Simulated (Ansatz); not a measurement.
C₃H₄F₄O (`OC(F)(CF)C(F)F`). The species carries charge 0 and has multiplicity 1.

Cartesian coordinates in Å:
```
O -0.2883 -0.3623 -1.5482
C 0.0059 0.2692 -0.3778
F 0.1135 1.6325 -0.5903
C -1.0474 0.0372 0.6932
F -2.2902 0.1671 0.1029
C 1.3967 -0.1935 0.0548
F 1.3879 -1.5212 0.2930
F 1.7380 0.4297 1.2043
H -1.2396 -0.2939 -1.6974
H -0.9602 -0.9745 1.0934
H -0.9551 0.7769 1.4880
H 2.1389 0.0329 -0.7158
```

(1) List the harmonic frequencies (cm⁻¹, unscaled) at PBE0-D4/def2-TZVP in Ansatz. (Estimate.)

(2) Is this a minimum?

(3) Give the ideal-gas thermochemistry at 298.15 K and 1 bar (rigid rotor, harmonic oscillator; point group C1, symmetry number 1).

(4) And at 400, 500, 600, 800 and 1000 K?

## Answers

(1) Computed: 78, 94, 182, 222, 301, 359, 368, 445, 513, 549, 598, 694, 819, 952, 1087, 1108, 1145, 1151, 1188, 1254, 1300, 1363, 1372, 1428, 1462, 1490, 3097, 3109, 3165, 3805.

(2) Yes, all 30 modes are real.

(3) Zero-point energy 207.5 kJ/mol; H(298) − E = 230.6 kJ/mol; entropy 367.1 J/(mol·K), of which translation 169.8, rotation 118.5, vibration 78.9; G(298) − E = 121.1 kJ/mol. Modes under 100 cm⁻¹ are hindered rotations or soft bends, so the harmonic entropy is rough.

(4) 
| T (K) | H − E (kJ/mol) | S (J/mol/K) | G − E (kJ/mol) |
| --- | --- | --- | --- |
| 400 | 244.3 | 406.6 | 81.7 |
| 500 | 260.2 | 441.9 | 39.2 |
| 600 | 278.0 | 474.3 | -6.6 |
| 800 | 317.8 | 531.5 | -107.3 |
| 1000 | 361.7 | 580.4 | -218.7 |
